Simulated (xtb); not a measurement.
C₃H₈O₂, triplet, at the geometry of the source list (a higher spin typed on purpose: for a closed-shell molecule this is an excited state); GFN2-xTB in xtb 6.7.1.

xtb was given this input:
```
$ xtb mol.xyz --gfn 2 --uhf 2 --etemp 1000 --json

# file mol.xyz
13

C      1.49740000     0.21070000     0.26420000
C      0.09340000     0.38200000    -0.30340000
O     -0.62200000     1.41610000     0.34790000
C     -0.71930000    -0.91880000    -0.22110000
O     -2.00020000    -0.74760000    -0.76880000
H      2.03680000     1.15230000     0.20750000
H      1.44840000    -0.10470000     1.30570000
H      2.04010000    -0.54110000    -0.30040000
H      0.14120000     0.70250000    -1.34960000
H     -0.59560000     1.25210000     1.29830000
H     -0.23270000    -1.71600000    -0.78560000
H     -0.79530000    -1.23070000     0.83530000
H     -2.29210000     0.14330000    -0.52990000
```

Question: What does xtb print? Leave out banner, timings and long lists.

Answer: 
```
   ID    Z sym.   atoms
    1    6 C      1, 2, 4
    2    8 O      3, 5
    3    1 H      6-13

           -------------------------------------------------
          |                Calculation Setup                |
           -------------------------------------------------

           -------------------------------------------------
          |                 G F N 2 - x T B                 |
           -------------------------------------------------

          ...................................................
          :                      SETUP                      :
          :.................................................:
          :  # basis functions                  28          :
          :  # atomic orbitals                  28          :
          :  # shells                           18          :
          :  # electrons                        32          :
          :  max. iterations                   250          :
          :  Hamiltonian                  GFN2-xTB          :
          :  restarted?                      false          :
          :  GBSA solvation                  false          :
          :  PC potential                    false          :
          :  electronic temp.         1000.0000000     K    :
          :  accuracy                    1.0000000          :
          :  -> integral cutoff          0.2500000E+02      :
          :  -> integral neglect         0.1000000E-07      :
          :  -> SCF convergence          0.1000000E-05 Eh   :
          :  -> wf. convergence          0.1000000E-03 e    :
          :  Broyden damping             0.4000000          :
          :  net charge                          0          :
          :  unpaired electrons                  2          :
          ...................................................

 iter      E             dE          RMSdq      gap      omega  full diag
   1    -18.3344065 -0.183344E+02  0.345E+00    0.87       0.0  T
   2    -18.3289302  0.547631E-02  0.228E+00    0.83       1.0  T
   3    -18.2467214  0.822088E-01  0.260E+00    1.10       1.0  T
   4    -18.3468998 -0.100178E+00  0.923E-01    0.89       1.0  T
   5    -18.3520959 -0.519613E-02  0.329E-01    0.87       1.0  T
   6    -18.3531450 -0.104905E-02  0.164E-01    0.85       1.0  T
   7    -18.3533969 -0.251915E-03  0.103E-01    0.85       1.0  T
   8    -18.3535377 -0.140759E-03  0.148E-02    0.85       1.9  T
   9    -18.3535388 -0.112969E-05  0.648E-03    0.85       4.3  T
  10    -18.3535392 -0.347702E-06  0.126E-03    0.85      22.0  T
  11    -18.3535392 -0.698539E-08  0.478E-04    0.85      58.0  T
  12    -18.3535392 -0.222907E-08  0.170E-04    0.85     162.7  T

   *** convergence criteria satisfied after 12 iterations ***

 transition dipole moment (au) for excitation:          16          17
     X       Y       Z
   0.2482   0.0509   0.0803  total (au/Debye):    0.266   0.676
 dE (eV)             :   12.098
 oscillator strength :  0.29611E-01

         :::::::::::::::::::::::::::::::::::::::::::::::::::::
         ::                     SUMMARY                     ::
         :::::::::::::::::::::::::::::::::::::::::::::::::::::
         :: total energy             -18.180919715892 Eh    ::
         :: gradient norm              0.429232876086 Eh/a0 ::
         :: HOMO-LUMO gap              0.846849364683 eV    ::
         ::.................................................::
         :: SCC energy               -18.353533782234 Eh    ::
         :: -> isotropic ES            0.041464661925 Eh    ::
         :: -> anisotropic ES         -0.000289921861 Eh    ::
         :: -> anisotropic XC          0.002397183947 Eh    ::
         :: -> dispersion             -0.005934742504 Eh    ::
         :: repulsion energy           0.172614066342 Eh    ::
         :: add. restraining           0.000000000000 Eh    ::
         :: total charge               0.000000000000 e     ::
         :::::::::::::::::::::::::::::::::::::::::::::::::::::

           -------------------------------------------------
          |                Property Printout                |
           -------------------------------------------------

    * Orbital Energies and Occupations

         #    Occupation            Energy/Eh            Energy/eV
      -------------------------------------------------------------
         1        2.0000           -0.7034563             -19.1420
       ...           ...                  ...                  ...
         5        2.0000           -0.6041383             -16.4394
         6        2.0000           -0.5820115             -15.8373
         7        2.0000           -0.5515764             -15.0092
         8        2.0000           -0.5442159             -14.8089
         9        2.0000           -0.5337423             -14.5239
        10        2.0000           -0.5139932             -13.9865
        11        2.0000           -0.4899971             -13.3335
        12        2.0000           -0.4802361             -13.0679
        13        2.0000           -0.4656005             -12.6696
        14        1.9996           -0.4492177             -12.2238
        15        1.9607           -0.4343334             -11.8188
        16        1.0397           -0.4141258             -11.2689
        17        0.9927            0.0304677               0.8291 (HOMO)
        18        0.0073            0.0615889               1.6759 (LUMO)
        19        0.0000            0.0906025               2.4654
        20                          0.1091713               2.9707
        21                          0.1343971               3.6571
        22                          0.1596433               4.3441
        23                          0.1752930               4.7700
        24                          0.1887224               5.1354
        25                          0.2210112               6.0140
        26                          0.2303939               6.2693
        27                          0.2543119               6.9202
        28                          0.2745613               7.4712
      -------------------------------------------------------------
                  HL-Gap            0.0311211 Eh            0.8468 eV
             Fermi-level           -0.1890929 Eh           -5.1455 eV

     #   Z          covCN         q      C6AA      α(0)
     1   6 C        3.752    -0.117    22.793     6.808
     2   6 C        3.723     0.067    19.562     6.316
     3   8 O        1.655    -0.438    21.595     6.273
     4   6 C        3.674     0.059    19.805     6.377
     5   8 O        1.655    -0.396    20.769     6.152
     6   1 H        0.925     0.059     2.209     2.324
     7   1 H        0.925     0.036     2.499     2.472
     8   1 H        0.925     0.021     2.715     2.577
     9   1 H        0.924     0.057     2.232     2.336
    10   1 H        0.805     0.254     0.878     1.472
    11   1 H        0.924     0.028     2.612     2.528
    12   1 H        0.923     0.069     2.091     2.262
    13   1 H        0.805     0.299     0.725     1.338

 Mol. C6AA /au·bohr⁶  :       1143.650255
 Mol. C8AA /au·bohr⁸  :      23357.058492
 Mol. α(0) /au        :         49.235299

Wiberg/Mayer (AO) data.
largest (>0.10) Wiberg bond orders for each atom

 ---------------------------------------------------------------------------
     #   Z sym  total        # sym  WBO       # sym  WBO       # sym  WBO
 ---------------------------------------------------------------------------
     1   6 C    3.970 --     7 H    0.981     8 H    0.955     6 H    0.950
                             2 C    0.941
     2   6 C    3.857 --     1 C    0.941     9 H    0.937     4 C    0.920
                             3 O    0.836     5 O    0.125
     3   8 O    2.085 --     2 C    0.836    10 H    0.825     5 O    0.166
                             4 C    0.120
     4   6 C    3.883 --    11 H    0.932     2 C    0.920     5 O    0.911
                            12 H    0.906     3 O    0.120
     5   8 O    2.128 --     4 C    0.911    13 H    0.818     3 O    0.166
                             2 C    0.125
     6   1 H    0.994 --     1 C    0.950
     7   1 H    0.998 --     1 C    0.981
     8   1 H    0.997 --     1 C    0.955
     9   1 H    0.992 --     2 C    0.937
    10   1 H    0.930 --     3 O    0.825
    11   1 H    0.991 --     4 C    0.932
    12   1 H    0.978 --     4 C    0.906
    13   1 H    0.907 --     5 O    0.818
 ---------------------------------------------------------------------------

Topologies differ in total number of bonds
Writing topology from bond orders to xtbtopo.mol

molecular dipole:
                 x           y           z       tot (Debye)
 q only:        0.340      -0.109       0.512
   full:        0.498      -0.094       0.725       2.248
molecular quadrupole (traceless):
                xx          xy          yy          xz          yz          zz
 q only:        0.250      -1.574      -2.269      -1.915      -0.699       2.019
  q+dip:       -1.048      -1.682      -2.471      -3.300      -1.483       3.520
   full:       -0.614      -1.713      -2.553      -3.098      -1.179       3.167

           -------------------------------------------------
          | TOTAL ENERGY              -18.180919715892 Eh   |
          | GRADIENT NORM               0.429232876086 Eh/α |
          | HOMO-LUMO GAP               0.846849364683 eV   |
           -------------------------------------------------

normal termination of xtb
```
